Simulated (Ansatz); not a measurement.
CBr2ClF, SMILES `FC(Cl)(Br)Br` at its PBE0-D4/def2-TZVP geometry, where that method's forces vanish. Total charge 0; spin multiplicity 1.

```xyz
5

F     0.4830   -1.2447   -0.4870
C     0.0644   -0.0671   -0.0286
Cl    1.4576    0.9554    0.2611
Br   -0.9108   -0.3689    1.6168
Br   -1.0942    0.7254   -1.3623
```

Q: What forces (eV/Å) does PBE-D4/def2-TZVPP give on these atoms in Ansatz 0.2.0? (Best estimate.)

A: Computed: 
```
F1   0.246 -0.720 -0.279
C2  -0.071  0.277  0.105
Cl3  0.399  0.305  0.088
Br4 -0.262 -0.077  0.440
Br5 -0.312  0.215 -0.354
```
